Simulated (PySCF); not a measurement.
**Co(23+): ionisation energy**

Co(23+) [He] 2s2 → Co(24+) [He] 2s1 [2s1/2^1, M_J = 1/2], as a difference of total energies. Computed with PySCF 2.14 in an uncontracted even-tempered set (17 s from 6.6 bohr⁻², ratio 2.4; 11 p from 8.6 bohr⁻², ratio 2.4; 5 d from 28 bohr⁻², ratio 2.6; 4 f from 42 bohr⁻², ratio 2.6), with the two-component X2C-1e Hamiltonian. Correlated levels: nothing frozen; the 34 highest virtual spinors dropped. "Screened" scales the spin-orbit matrix elements by Boettger's factors to mimic the two-electron term; Breit and QED terms are absent.

```tsv
method	ionisation energy (eV)
GHF (screened spin-orbit)	2113.2
GMP2 (screened spin-orbit)	2117.9
```

**Question.** How much does correlation contribute at GMP2 (screened spin-orbit)?

**Answer.** 2117.9 − (2113.2) = 4.7 eV, measured against GHF (screened spin-orbit).

For comparison: 2119.4 ± 1.9 eV (semi-empirical (NIST evaluation); NIST Atomic Spectra Database, ionization energies).
